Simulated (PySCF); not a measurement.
C₂H₅ClSe, SMILES CC[Se]Cl.

Geometry: ωB97X-D3(BJ)/def2-SVP. Other conformers were not sampled.

The numbers are results of PySCF with ωB97X-D3(BJ)/def2-SVP, not measurements.

Frequencies are harmonic and unscaled.

Computed normal modes with their intensities:
| mode | ν (cm⁻¹) | IR (km/mol) | Raman (Å⁴/amu) | depolarisation | moving atoms (share of kinetic energy) |
|---|---|---|---|---|---|
| 1 | 100 | 0.1 | 0.7 | 0.74 | H 38 %, C 35 %, Cl 19 % |
| 2 | 170 | 1.6 | 2.6 | 0.69 | H 36 %, Cl 29 %, C 25 %, Se 10 % |
| 3 | 265 | 0.1 | 0.4 | 0.41 | H 81 %, C 16 % |
| 4 | 313 | 0.1 | 1.7 | 0.52 | C 53 %, H 27 %, Se 18 % |
| 5 | 425 | 18.8 | 13.8 | 0.30 | Cl 69 %, Se 31 % |
| 6 | 595 | 1.3 | 16.5 | 0.26 | C 65 %, H 22 %, Se 13 % |
| 7 | 747 | 6.5 | 0.5 | 0.34 | H 83 %, C 16 % |
| 8 | 985 | 6.1 | 3.9 | 0.74 | H 72 %, C 28 % |
| 9 | 1026 | 0.1 | 4.5 | 0.73 | H 80 %, C 20 % |
| 10 | 1090 | 2.0 | 4.3 | 0.48 | C 63 %, H 37 % |
| 11 | 1261 | 2.3 | 4.3 | 0.72 | H 79 %, C 21 % |
| 12 | 1287 | 20.8 | 3.7 | 0.57 | H 74 %, C 26 % |
| 13 | 1406 | 7.8 | 4.2 | 0.75 | H 80 %, C 20 % |
| 14 | 1445 | 4.2 | 10.8 | 0.75 | H 87 %, C 13 % |
| 15 | 1472 | 9.6 | 16.0 | 0.74 | H 97 % |
| 16 | 1487 | 4.4 | 11.9 | 0.74 | H 96 % |
| 17 | 3070 | 19.1 | 114.1 | 0.07 | H 97 % |
| 18 | 3089 | 6.2 | 141.8 | 0.10 | H 94 % |
| 19 | 3161 | 1.0 | 103.4 | 0.75 | H 90 %, C 10 % |
| 20 | 3166 | 10.3 | 89.4 | 0.64 | H 91 %, C 9 % |
| 21 | 3183 | 8.2 | 11.3 | 0.75 | H 90 %, C 10 % |
